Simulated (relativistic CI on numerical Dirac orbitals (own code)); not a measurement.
**Ta2+: 4d photoemission**

Computed with this model: Dirac-Coulomb-Breit CI, KLI orbitals optimised for each configuration, model QED (radiative potential, 1s self-energy scaled to tabulated hydrogen-like ionisation energies), multiplet model of photoemission in the sudden approximation, unscaled Slater integrals; configurations [Xe] 4f14 5d3 → [Kr] 4d9 4f14 5s2 5p6 5d3; 80 K; Lorentzian 3.5 eV and Gaussian 0.6 eV FWHM. Energies are those of the free ion, without screening or charge transfer. The energies are binding energies and can lie tens of eV above those of solids. S is read from ⟨S²⟩ = S(S + 1).

Field parameters in Wybourne normalisation: Oh B⁴₀ = 21Dq, B⁴₄ = √(5/14) B⁴₀. The field is a parameter set, without covalency.

free ion: ground-state S = 1.47, centroid 259.18 eV. Peaks (eV, height): 254.4 (100), 266.0 (61).

Oh, 10Dq = 24950 cm⁻¹: ground-state S = 1.49, centroid 259.38 eV. Peaks (eV, height): 254.4 (100), 266.4 (66).

Strongest unbroadened transitions for free ion:

| Energy (eV) | Relative strength |
| --- | --- |
| 254.04 | 86.0 |
| 254.15 | 67.6 |
| 254.19 | 44.5 |
| 254.36 | 43.0 |
| 254.58 | 83.9 |
| 254.61 | 11.9 |
| 254.97 | 6.7 |
| 255.04 | 3.4 |
| 258.50 | 2.6 |
| 265.73 | 32.1 |
| 265.93 | 100.0 |
| 266.62 | 48.7 |
| 266.68 | 7.4 |
| 266.93 | 9.2 |
| 266.95 | 8.6 |
| 267.90 | 2.5 |
| 268.64 | 8.5 |
| 268.93 | 2.0 |
